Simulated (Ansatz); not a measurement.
Reaction (redistribution): `C[SiH](O)Cl` + `O[Si@@H](Cl)[Si@@H](O)Cl` → `C[Si@@H](O)[Si@H](O)Cl` + `O[SiH](Cl)Cl`

Computed with Ansatz on PBE0-D4/def2-TZVP structures; ΔE is electronic, products minus reactants. CBS: MP2 limit from def2 TZ/QZ plus the TZ coupled-cluster correction, frozen cores. This one scheme is used for every species. Functionals use def2-TZVPP. B3LYP here is the variant with VWN-RPA as its local correlation; programs differ in this. Each species was taken in one conformer, which may not be the lowest.

| level | ΔE (kcal/mol) |
| --- | --- |
| PBE-D4 | 2.8 |
| B3LYP-D4 | 3.1 |
| ωB97X-V | 2.9 |
| B2PLYP | 3.0 |
| SCS-MP2/def2-TZVPP | 2.8 |
| CCSD/def2-TZVPP | 2.8 |
| MP2/CBS(def2) | 2.8 |
| CCSD/CBS(def2) | 2.9 |

(1) What does CCSD(T)/CBS give? (Estimate.)

Largest T1 diagnostic among the species: 0.011.

## Answers

(1) The calculation gave: +2.8 kcal/mol. The listed levels differ from it by 0.0, 0.3, 0.1, 0.2, 0.0, 0.0, 0.0, 0.1 kcal/mol.

In def2-TZVPP, CCSD(T) changes the Hartree–Fock value by −0.7 kcal/mol (the triples alone add −0.1 kcal/mol) and MP2 by −0.7 kcal/mol.
